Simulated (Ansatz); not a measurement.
In₁₀Sb₁₁H₂₈⁺, a nanocrystal cut from wurtzite InSb (hydrogen-capped), relaxed as a singlet with RKS PBE-D4/def2-SVP in Ansatz, starting from a model built from a lattice or polyhedron. Force threshold 0.03 eV/Å.

In the def2 sets In, Sb take a core potential; there is no spin–orbit coupling. Single mean-field runs in def2-SVP are fitted with def2-universal-jkfit.

Start:

```xyz
49

Sb   -1.059    4.948   -2.290
In   -2.554    2.607   -1.882
Sb    0.478   -0.881   -4.647
In   -0.987   -3.244   -4.251
Sb    2.786    2.504   -2.585
In    1.536    4.624   -1.271
In    1.308    0.145   -2.182
Sb   -0.938    0.694   -0.576
Sb   -1.174   -3.762   -1.531
In   -2.410   -1.650   -0.189
Sb    1.403    4.062    1.458
In   -0.076    1.699    1.890
Sb   -2.357    2.287    3.439
Sb   -2.549   -2.193    2.535
In   -3.821   -0.066    3.852
Sb    2.930   -1.753   -0.878
In    1.458   -4.120   -0.460
In    3.752   -0.725    1.611
Sb    1.510   -0.195    3.167
Sb    1.300   -4.659    2.255
In    0.044   -2.516    3.588
H    -0.980    5.305   -3.983
H    -1.821    6.281   -1.491
H    -3.044    1.971   -3.417
H    -3.941    2.955   -0.905
H    -0.475    0.293   -5.463
H     1.857   -1.236   -5.631
H    -2.583   -3.019   -4.919
H    -0.184   -4.555   -5.058
H     2.882    2.823   -4.259
H     4.391    2.285   -1.948
H     2.457    6.116   -1.510
H    -2.031   -5.207   -1.260
H    -4.012   -1.461   -0.841
H     0.590    5.370    2.294
H     2.978    3.890    2.092
H    -3.303    3.445    2.660
H    -1.841    2.900    4.980
H    -3.451   -3.633    2.801
H    -5.426    0.124    3.213
H    -3.877   -0.390    5.541
H     4.324   -2.093   -1.812
H     2.228   -5.413   -1.279
H     4.659    0.718    1.346
H     4.750   -1.910    2.411
H     2.015    0.469    4.695
H     0.404   -6.091    2.503
H     2.906   -4.874    2.904
H    -0.051   -2.870    5.283
```

| step | energy (eV) | largest force component (eV/Å) | SCF passes |
| --- | --- | --- | --- |
| 1 | -124110.0292 | 1.625 | 20 |
| 2 | -124111.5807 | 0.796 | 25 |
| 3 | -124112.3538 | 0.267 | 20 |
| 4 | -124112.4867 | 0.104 | 20 |
| 5 | -124112.5246 | 0.097 | 20 |
| 6 | -124112.5246 | 0.124 | 20 |
| 7 | -124112.5536 | 0.036 | 19 |
| 8 | -124112.5599 | 0.020 | 20 |
| 9 | -124112.5680 | 0.081 | 19 |
| 10 | -124112.5747 | 0.131 | 19 |
| 11 | -124112.5806 | 0.175 | 19 |
| 12 | -124112.5846 | 0.182 | 20 |
| 13 (rejected) | -124112.5846 | 0.181 | 19 |
| 14 | -124112.5902 | 0.041 | 20 |
| 15 | -124112.5927 | 0.015 | 20 |
| 16 | -124112.5936 | 0.026 | 20 |
| 17 | -124112.5938 | 0.009 | 15 |

Force components are those of the run's own axes.

End:

```xyz
49

Sb   -0.671    4.862   -2.129
In   -2.670    2.641   -1.955
Sb    0.294   -1.099   -4.557
In   -1.256   -3.660   -4.504
Sb    2.780    2.391   -2.438
In    2.034    4.878   -1.190
In    1.261   -0.053   -2.092
Sb   -1.025    0.687   -0.626
Sb   -1.027   -3.750   -1.598
In   -2.514   -1.740   -0.200
Sb    1.421    3.906    1.452
In   -0.138    1.507    1.917
Sb   -2.496    2.012    3.431
Sb   -2.507   -2.098    2.641
In   -4.266   -0.302    4.119
Sb    2.921   -1.820   -0.665
In    1.572   -4.370   -0.639
In    3.917   -0.003    1.369
Sb    1.609   -0.357    3.094
Sb    1.109   -4.645    2.196
In   -0.013   -2.603    3.899
H    -0.495    5.449   -3.733
H    -1.282    6.333   -1.487
H    -2.812    2.187   -3.621
H    -3.786    3.285   -0.798
H    -0.525    0.238   -5.257
H     1.640   -1.065   -5.621
H    -2.854   -3.135   -4.899
H    -0.126   -4.780   -5.179
H     2.776    2.760   -4.118
H     4.466    2.103   -2.321
H     3.118    6.218   -1.332
H    -1.862   -5.193   -1.168
H    -4.142   -1.618   -0.816
H     0.574    5.214    2.181
H     2.786    3.977    2.486
H    -3.255    3.283    2.563
H    -1.983    2.977    4.755
H    -3.254   -3.640    2.820
H    -5.663   -0.003    3.148
H    -3.960   -0.500    5.808
H     4.186   -2.021   -1.814
H     2.517   -5.650   -1.331
H     3.528    1.555    0.626
H     5.401   -0.521    2.088
H     1.958    0.463    4.567
H     0.114   -6.031    2.388
H     2.502   -5.317    2.944
H     0.098   -2.954    5.595
```

By distances, no bond broke or formed. The bond that changes most is Sb13–In15, from 2.80 to 2.99 Å (atoms count from 1).

The force fell under the threshold at step 8, but the optimiser went on and released 0.034 eV more. No frequencies were taken in this run, so the end may be a saddle point.

Hardware: 4 threads of AMD EPYC 7R13 on a shared host and a share (37 GiB) of an NVIDIA H100 80GB HBM3. Wall time 2.2 min, peak host memory 1.4 GiB.
